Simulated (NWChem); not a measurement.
The numbers come from NWChem runs, not from measurements. System: F2Ge, charge 0, spin multiplicity 1, at a geometry optimised with PBE0/def2-SVP. The structure started from a generated list of species. Level: TD-B3LYP/def2-SVPD, VWN1-RPA local correlation.

Output (cleaned and shortened):

```
             Northwest Computational Chemistry Package (NWChem) 7.3.0
             --------------------------------------------------------

                                NWChem Input Module
                                -------------------

 Scaling coordinates for geometry "geometry" by  1.889725989
 (inverse scale =  0.529177249)

 Turning off AUTOSYM since
 SYMMETRY directive was detected!

                             Geometry "geometry" -> ""
                             -------------------------

 Output coordinates in angstroms (scale by  1.889725989 to convert to a.u.)

  No.       Tag          Charge          X              Y              Z
 ---- ---------------- ---------- -------------- -------------- --------------
    1 Ge                  32.0000     0.00000000     0.00000000    -0.41596400
    2 F                    9.0000     1.31051700     0.00000000     0.73949100
    3 F                    9.0000    -1.31051700     0.00000000     0.73949100

 Effective nuclear repulsion energy (a.u.)     190.8126954100

            Nuclear Dipole moment (a.u.)
            ----------------------------
        X                 Y               Z
 ---------------- ---------------- ----------------
     0.0000000000     0.0000000000    -0.0000188973

      Symmetry information
      --------------------

 Group name             C2v
 Group number             16
 Group order               4
 No. of unique centers     2

      Symmetry unique atoms

     1    2


 Summary of "ao basis" -> "" (spherical)
 ------------------------------------------------------------------------------
       Tag                 Description            Shells   Functions and Types
 ---------------- ------------------------------  ------  ---------------------
 *                         def2-svpd                  on all atoms

                                 NWChem DFT Module
                                 -----------------

 Summary of "ao basis" -> "ao basis" (spherical)
 ------------------------------------------------------------------------------
       Tag                 Description            Shells   Functions and Types
 ---------------- ------------------------------  ------  ---------------------
 Ge                        def2-svpd                14       38   6s4p4d
 F                         def2-svpd                 9       23   4s3p2d

 Summary of "ao basis" -> "ao basis" (spherical)
 ------------------------------------------------------------------------------
[...]
            d_exc =   2.5210 Angstrom
            d_CD1 =   1.1129 Angstrom
            d_CD2 =  -0.7305 Angstrom
            d_CD3 =   3.4509 Angstrom
     Pearson C.C. =   0.0072

     Occ.   20  b1  ---  Virt.   27  b1   0.07141 X
     Occ.   22  b2  ---  Virt.   26  b2   0.86587 X
     Occ.   24  b1  ---  Virt.   27  b1  -0.08070 X
     Occ.   25  a1  ---  Virt.   28  a1  -0.47828 X
     Occ.   25  a1  ---  Virt.   29  a1   0.05031 X
  ----------------------------------------------------------------------------
  Root   6 singlet b1             0.304951777 a.u.                8.2982 eV
  ----------------------------------------------------------------------------
     Transition Moments    X  1.32583   Y -0.00000   Z  0.00000
     Transition Moments   XX  0.00000  XY  0.00000  XZ -0.89204
     Transition Moments   YY -0.00000  YZ  0.00000  ZZ -0.00000
     Dipole Oscillator Strength                    0.3573682397
     Electric Quadrupole                           0.0000001202
     Magnetic Dipole                               0.0000052715
     Total Oscillator Strength                     0.3573736314

          sigma_e =   2.1002 Angstrom
          sigma_h =   1.6432 Angstrom
         |d_h->e| =   0.7071 Angstrom
            d_exc =   2.6588 Angstrom
            d_CD1 =   1.1641 Angstrom
            d_CD2 =  -1.1646 Angstrom
            d_CD3 =   3.3659 Angstrom
     Pearson C.C. =   0.0785

     Occ.   20  b1  ---  Virt.   28  a1  -0.07768 X
     Occ.   20  b1  ---  Virt.   37  a1  -0.05187 X
     Occ.   23  a2  ---  Virt.   26  b2  -0.39868 X
     Occ.   24  b1  ---  Virt.   28  a1  -0.23081 X
     Occ.   24  b1  ---  Virt.   34  a1  -0.05423 X
     Occ.   25  a1  ---  Virt.   27  b1  -0.87100 X
     Occ.   25  a1  ---  Virt.   27  b1   0.06364 Y
     Occ.   25  a1  ---  Virt.   36  b1   0.09280 X
  ----------------------------------------------------------------------------
  Root   7 singlet a2             0.308284395 a.u.                8.3888 eV
  ----------------------------------------------------------------------------
     Transition Moments    X -0.00000   Y  0.00000   Z -0.00000
     Transition Moments   XX -0.00000  XY  0.51584  XZ  0.00000
     Transition Moments   YY -0.00000  YZ -0.00000  ZZ  0.00000
     Dipole Oscillator Strength                    0.0000000000
     Electric Quadrupole                           0.0000000415
     Magnetic Dipole                               0.0000023017
     Total Oscillator Strength                     0.0000023432

          sigma_e =   1.6083 Angstrom
          sigma_h =   1.5109 Angstrom
         |d_h->e| =   1.1249 Angstrom
            d_exc =   2.4567 Angstrom
            d_CD1 =   1.2223 Angstrom
            d_CD2 =  -0.4347 Angstrom
            d_CD3 =   3.5815 Angstrom
     Pearson C.C. =   0.0205

     Occ.   20  b1  ---  Virt.   26  b2  -0.99752 X
  ----------------------------------------------------------------------------
  Root   8 singlet a1             0.316342134 a.u.                8.6081 eV
  ----------------------------------------------------------------------------
     Transition Moments    X -0.00000   Y -0.00000   Z  1.24722
     Transition Moments   XX  1.69400  XY -0.00000  XZ  0.00000
     Transition Moments   YY  0.49741  YZ  0.00000  ZZ -2.84671
     Dipole Oscillator Strength                    0.3280588924
     Electric Quadrupole                           0.0000009337
     Magnetic Dipole                               0.0000000000
     Total Oscillator Strength                     0.3280598261

          sigma_e =   2.1593 Angstrom
          sigma_h =   1.6327 Angstrom
         |d_h->e| =   0.5772 Angstrom
            d_exc =   2.7149 Angstrom
            d_CD1 =   1.1037 Angstrom
            d_CD2 =  -1.3188 Angstrom
            d_CD3 =   3.2921 Angstrom
     Pearson C.C. =   0.0412

     Occ.   20  b1  ---  Virt.   27  b1  -0.14842 X
     Occ.   21  a1  ---  Virt.   28  a1  -0.08779 X
     Occ.   22  b2  ---  Virt.   26  b2  -0.42681 X
     Occ.   24  b1  ---  Virt.   27  b1   0.24292 X
     Occ.   25  a1  ---  Virt.   28  a1  -0.83410 X
     Occ.   25  a1  ---  Virt.   29  a1   0.14549 X
     Occ.   25  a1  ---  Virt.   37  a1   0.06115 X

              Target root =      1
          Target symmetry = none
      Ground state energy =  -2276.413859730024
        Excitation energy =      0.199555906273
     Excited state energy =  -2276.214303823751

  stored tddft:energy   -2276.2143038237514

 Task  times  cpu:       56.6s     wall:       56.6s

 Total times  cpu:       56.6s     wall:       56.6s
```

**Question.** Write an NWChem input that would produce this output.

**Answer.** This is not unique; one that fits is 
```
start mol
memory heap 200 mb stack 900 mb global 1100 mb
geometry units angstroms nocenter noautoz
  Ge     0.000000     0.000000    -0.415964
  F      1.310517     0.000000     0.739491
  F     -1.310517     0.000000     0.739491
  symmetry group C2v
end
basis spherical
  * library def2-svpd
end
dft
  xc b3lyp
  semidirect memsize 60000000 filesize 0
  iterations 100
end
tddft
  rpa
  nroots 8
  notriplet
  thresh 1e-4
end
task tddft energy
```
